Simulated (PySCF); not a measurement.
Species: C6H10O2SSi.
Bonds: C1–S2, S2–Si3, Si3–C4, C4–C5, C5–C6 (double), C6–O7, O7–C8, C8–O9 (double), C8–C10, C5–C10. Hydrogens: H11, H12, H13 on C1; H14, H15 on Si3; H16, H17 on C4; H18 on C6; H19, H20 on C10.

NICS = −σ at a ghost point: NICS(0) at the centroid of the ring atoms, NICS(1) 1 Å to either side along the normal of their mean plane, zz for the tensor component along that normal. Level: GIAO PBE0/pcSseg-1 (PySCF, non-relativistic, gas phase) on the GFN2-xTB geometry, one conformer.

Ring bond lengths (Å), with Mayer bond orders in brackets: C5–C6 1.332 (1.80), C6–O7 1.379 (0.95), O7–C8 1.355 (1.04), C8–C10 1.519 (1.00), C10–C5 1.498 (1.05).

What do the NICS probes read (ppm)?

```csv
ring,type,NICS(0),"NICS(1), two faces","NICS(1)zz, two faces",rms pucker (Å),"centre to ring atoms, mean (Å)"
C5–C6–O7–C8–C10,"5-membered ring with O; formal bonds 1 double, 4 single",-2.3,-2.9 / -2.9,-3.0 / -3.9,0.00,1.20
```

What can be read from them?

- C5–C6–O7–C8–C10: mean NICS(1)zz -3.4 ppm, shielded. C10 has four or more neighbours, so the value isn't read as a sign of a π ring current.

List the ring angles and the Hirshfeld charges of the ring atoms.

- C5–C6–O7–C8–C10: C5 107.3° (-0.022 e), C6 113.5° (+0.010 e), O7 108.8° (-0.100 e), C8 108.3° (+0.213 e), C10 102.1° (-0.080 e); sum 540.0° against 540° for a flat convex ring.

How shielded are the nuclei of the rings and their hydrogens (means over atoms taken as equivalent)?

| atoms | environment | σ isotropic (ppm) | principal values of the symmetric part, first atom (ppm) |
| --- | --- | --- | --- |
| C5 | fully substituted alkene carbon | 62.1 | -37.9, 77.8, 146.4 |
| C6 | vinylic carbon bearing oxygen | 42.3 | -52.8, 86.3, 93.5 |
| O7 | ester single-bonded oxygen | 59.5 | -116.5, 119.2, 175.7 |
| C8 | ester carbonyl carbon | 7.1 | -93.6, 48.2, 66.8 |
| C10 | sp3 carbon next to a carbonyl | 145.3 | 133.5, 135.5, 167.0 |
| H18 | vinylic hydrogen | 25.09 | 23.0, 23.5, 28.7 |
| H19 (×2) | methylene hydrogen | 28.43 | 21.9, 28.3, 34.0 |

Hardware: an Arm Neoverse V1 with one thread (shared host). Cost: 75 s of wall time (with the writing of density and orbital grids), 1.1 GiB resident at most. This is the whole shielding run at PBE0/pcSseg-1, SCF included.

The values belong to the conformer `[CH3:1][S:2][SiH2:3][CH2:4][C:5]1=[CH:6][O:7][C:8](=[O:9])[CH2:10]1`: C1–S2–Si3–C4 -179°, S2–Si3–C4–C5 -64°, Si3–C4–C5–C6 -93°.
